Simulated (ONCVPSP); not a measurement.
# An all-electron radial function and its pseudo partner (As)

Columns: radius, all-electron u(r) and pseudo u(r) of the 4p shell (level -5.34 eV) of arsenic in the configuration [Ar] 3d10 4s2 4p3; LDA (Perdew-Wang 92), scalar-relativistic, ONCV scheme, ONCVPSP 4.0.1.

```tsv
r (bohr)	all-electron	pseudo
0.088	0.1665	0.0025
0.175	0.0888	0.0099
0.262	-0.0987	0.0224
0.350	-0.2365	0.0406
0.438	-0.2846	0.0645
0.525	-0.2599	0.0938
0.612	-0.1894	0.1285
0.700	-0.0933	0.1687
0.788	0.0120	0.2132
0.875	0.1156	0.2607
0.962	0.2131	0.3105
1.050	0.3024	0.3621
1.138	0.3810	0.4135
1.225	0.4478	0.4628
1.312	0.5041	0.5090
1.400	0.5509	0.5512
1.487	0.5880	0.5871
1.575	0.6173	0.6166
1.662	0.6387	0.6386
1.750	0.6539	0.6539
1.838	0.6633	0.6632
1.925	0.6676	0.6676
2.012	0.6677	0.6677
2.100	0.6642	0.6642
2.188	0.6576	0.6576
2.275	0.6486	0.6485
```

Task: How many radial nodes do the two functions have?

Result: The all-electron 4p function has n − l − 1 = 2; the pseudo-wave has 0, since the states of the same l below it are removed with the core.

Task: At about which radius was the pseudo-wave matched?

Result: 1.75 bohr. The columns agree to 0.0005 from 1.66 bohr on; several derivatives are matched, so the curves merge somewhat inside the radius.

Task: Is the pseudo-wave norm-conserving?

Result: Yes: the ONCV scheme keeps the norm inside the radius equal to the all-electron one, which fixes the energy derivative of the logarithmic derivative at the level.
